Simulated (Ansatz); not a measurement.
The lowest singlet and triplet of C7H6 (SMILES [CH]c1ccccc1); geometries from B3LYP-D3(BJ)/def2-TZVP, each state relaxed from the structure named, with no frequency check.
Singlet (charge 0, multiplicity 1):
```xyz
13

C      2.451    -0.303    -0.170
C      1.037    -0.100    -0.071
C      0.204    -1.243    -0.058
C     -1.171    -1.127     0.036
C     -1.747     0.140     0.119
C     -0.958     1.290     0.108
C      0.416     1.171     0.015
H      2.924     0.698    -0.165
H      0.688    -2.209    -0.124
H     -1.799    -2.007     0.045
H     -2.823     0.233     0.192
H     -1.424     2.265     0.174
H      1.043     2.053     0.006
```
Triplet (charge 0, multiplicity 3):
```xyz
13

C      2.4209    -0.1984    -0.1509
C      1.0431    -0.0984    -0.0653
C      0.2133    -1.2537    -0.0420
C     -1.1584    -1.1371     0.0436
C     -1.7639     0.1191     0.1094
C     -0.9714     1.2680     0.0881
C      0.4023     1.1741     0.0030
H      3.2408     0.5020    -0.1842
H      0.6799    -2.2283    -0.0928
H     -1.7699    -2.0303     0.0598
H     -2.8403     0.2020     0.1763
H     -1.4367     2.2444     0.1389
H      1.0107     2.0689    -0.0130
```

| level | gap E(singlet) − E(triplet), adiabatic (eV) | cost |
|---|---|---|
| R-SVWN5/def2-TZVPP | 0.294 | ×0.8 |
| U-SVWN5/def2-TZVPP (spin-contaminated) | 0.232 | ×2 |
| R-PBE/def2-TZVPP | 0.364 | ×1 |
| U-PBE/def2-TZVPP (spin-contaminated) | 0.233 | ×2 |
| R-r2SCAN/def2-TZVPP | 0.628 | ×2 |
| U-r2SCAN/def2-TZVPP (spin-contaminated) | 0.377 | ×3 |
| R-PBE0/def2-TZVPP | 0.464 | ×1 |
| U-BHLYP/def2-TZVPP (spin-contaminated) | 0.274 | ×3 |
| R-wB97X-V/def2-TZVPP | 0.194 | ×2 |
| U-wB97X-V/def2-TZVPP (spin-contaminated) | 0.164 | ×5 |
| U-wB97M-V/def2-TZVPP | 0.136 | ×4 |
| U-B2PLYP/def2-TZVPP (spin-contaminated) | 0.109 | ×4 |
| SC-NEVPT2 on SA-CASSCF(8,8)/cc-pVDZ | 0.322 | - |
| FIC-MRCISD+Q on SA-CASSCF(8,8)/cc-pVDZ | 0.344 | - |

The rows run from 0.109 (U-B2PLYP/def2-TZVPP (spin-contaminated)) to 0.628 eV (R-r2SCAN/def2-TZVPP).

A positive gap puts the triplet lower; no zero-point energy. R- takes a restricted singlet. U- takes an unrestricted singlet (broken symmetry where lower, unprojected). The triplet is unrestricted in single-reference levels. Active spaces average the two states.

Cores are frozen in the correlated methods.

Doubts at one or more of the structures used: a restricted determinant that unrestricted orbitals would lower (R-SVWN5/def2-TZVPP, R-PBE/def2-TZVPP, R-r2SCAN/def2-TZVPP, R-PBE0/def2-TZVPP, R-wB97X-V/def2-TZVPP).

Programs: Ansatz (a first-principles code). Values without a source in brackets are computed.

Costs are rough ratios of core time to R-PBE/def2-TZVPP (about 70 s over the structures, on one shared machine); a dash marks a level with no comparable run of its own.
